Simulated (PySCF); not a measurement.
Isomers of C2H2OSi. Gas-phase values, no solvent. Strings in code marks are SMILES.

The HOMO from two functionals at the same geometries (PBE0-D3(BJ)/def2-TZVP), both in PySCF: PBE-D3(BJ)/def2-TZVP and PBE0-D3(BJ)/def2-TZVP. 

```json
[
 {"species": "`O=[si]1cc1`", "PBE0-D3(BJ)/def2-TZVP (eV)": "-7.93"},
 {"species": "`C#C[SiH]=O`", "PBE0-D3(BJ)/def2-TZVP (eV)": "-8.32"},
 {"species": "`O=C=C=[SiH2]`", "PBE0-D3(BJ)/def2-TZVP (eV)": "-6.95"}
]
```

Q: What does PBE-D3(BJ)/def2-TZVP give for each?

A: 
- `O=[si]1cc1`: -6.53
- `C#C[SiH]=O`: -6.79
- `O=C=C=[SiH2]`: -5.81
Over these rows, drawn at random from the members with no instability flagged (it was tested for open shells, ions and some series alone), PBE minus PBE0-D3(BJ): mean +1.36 eV, from +1.14 eV to +1.53 eV.
